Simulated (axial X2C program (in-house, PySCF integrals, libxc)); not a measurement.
## Which functional? An output for OsN

An SCF output computed with an in-house relativistic program for diatomic molecules for OsN at 1.599 Å, two-component, state Ω = 5/2, Os dyall-cv3z [13s14p9d6f4g], N dyall-av3z [7s7p3d2f] (cores contracted in-house), without its first line:

```
basis functions 235  fitting functions 1171  grid points 5073
iter        total energy     max residual
   1     -17304.504346749     1.07e+00
   2     -17304.548796989     1.61e-02
   3     -17304.550608034     1.42e-02
   4     -17304.552640650     9.19e-03
   5     -17304.553562559     7.61e-03
   6     -17304.554455894     4.95e-03
   7     -17304.555423077     5.01e-03
   8     -17304.554918058     5.07e-03
   9     -17304.551427146     4.71e-03
  10     -17304.549126776     4.00e-03
  11     -17304.548812251     2.32e-03
  12     -17304.548884596     1.08e-03
  13     -17304.549024552     8.68e-04
  14     -17304.549225600     9.49e-04
  15     -17304.549201294     9.37e-04
  16     -17304.548814351     7.63e-04
  17     -17304.548564346     6.32e-04
  18     -17304.548481335     4.77e-04
  19     -17304.548527959     3.78e-04
  20     -17304.548547456     2.18e-04
  21     -17304.548559700     1.28e-04
  22     -17304.548562665     8.55e-05
  23     -17304.548563356     5.66e-05
  24     -17304.548563954     4.80e-05
  25     -17304.548564310     2.71e-05
  26     -17304.548564551     2.38e-05
  27     -17304.548564696     1.84e-05
  28     -17304.548564826     1.34e-05
  29     -17304.548564852     1.25e-05
  30     -17304.548564855     9.94e-06
  31     -17304.548564857     8.24e-06
  32     -17304.548564857     6.86e-06
  33     -17304.548564858     6.58e-06
  34     -17304.548564859     6.70e-06
  35     -17304.548564854     6.88e-06
  36     -17304.548564848     7.55e-06
  37     -17304.548564818     6.87e-06
  38     -17304.548564792     6.77e-06
  39     -17304.548564778     3.91e-06
  40     -17304.548564774     3.29e-06
  41     -17304.548564774     2.60e-06
converged
one-electron -24070.92187944  Coulomb 6951.53824467  exact exchange -345.82489022  xc functional 0.00000000  nuclear repulsion 176.06146104  atomic mean-field constant -15.40150083
```

Question: Which level of theory produced it?
A. TPSS
B. PBE0
C. HF

Answer: C. The exact-exchange term against the functional term shows a share of 1 of exact exchange.
